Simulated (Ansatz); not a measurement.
```yaml
crystal:
  periodic: [false, false, false]
  atoms:
    - {symbol: Mo, position_ang: [0.462569, 0.188733, 0.316948]}
    - {symbol: S, position_ang: [-0.123809, -1.845720, 0.727549]}
    - {symbol: S, position_ang: [-0.338759, 1.656987, -1.044497]}
basis:
  gaussian: {orbitals: def2-TZVPD, fitting: {mean_field: def2-universal-jkfit}}
hamiltonian: {xc: {name: HSE06}, dispersion: d4}
scf: {omitted_lower_state_checks: [starts]}
output: {forces: true}
```

```sh
$ ansatz run in.yaml --threads 4 --pin off --events-out ev --progress --plain --max-ram 3916MiB
```

It prints (some lines left out):

```
Functional definition: HSE06
511 factors; integrals over basis functions are off by at most 1.2e0 eV
511 factors; integrals over basis functions are off by at most 2.3e-7 eV
mean field evaluation 1: about -23516.8510 eV, gradient 2.6e1 eV
mean field evaluation 2: about -23516.6816 eV, gradient 2.9e1 eV
mean field evaluation 4: about -23518.5042 eV, gradient 7.3e0 eV
mean field evaluation 8: about -23518.6502 eV, gradient 5.2e-2 eV
mean field evaluation 16: about -23518.6504 eV, gradient 4.6e-5 eV
mean field -23518.65043018 eV, -864.2944617954 hartree, gradient 4.7e-6 eV, S^2 0.000000; 0 other end points of the search recorded, 0 dependent functions left out
reference -23518.65049200 eV, -864.2944640671 hartree; 23, 23 occupied and 109, 109 virtual orbitals, 511 factors
Total energy: -23518.74007696 eV, -864.2977562536 hartree
Atom 0 at     0.462569     0.188733     0.316948 Å, force    -0.027064    -0.011042    -0.018544 eV/Å
Atom 1 at    -0.123809    -1.845720     0.727549 Å, force    -0.063859     1.266637    -0.628736 eV/Å
Atom 2 at    -0.338759     1.656987    -1.044497 Å, force     0.090923    -1.255595     0.647280 eV/Å
Dipole moment:     0.681626     0.278111     0.467045 e Å
Checks for a lower state left out: starts
```

Run time 1.6 s (4 threads of AMD EPYC 9B14 on a shared host).

In the def2 sets Mo takes a core potential; there is no spin–orbit coupling. HSE06 is defined as in plane-wave codes, on full-range PBE exchange. The restricted singlet is unstable towards broken spin symmetry in Hartree–Fock (as tested in another run); at RKS HSE06-D4/def2-TZVPD this wasn't settled.
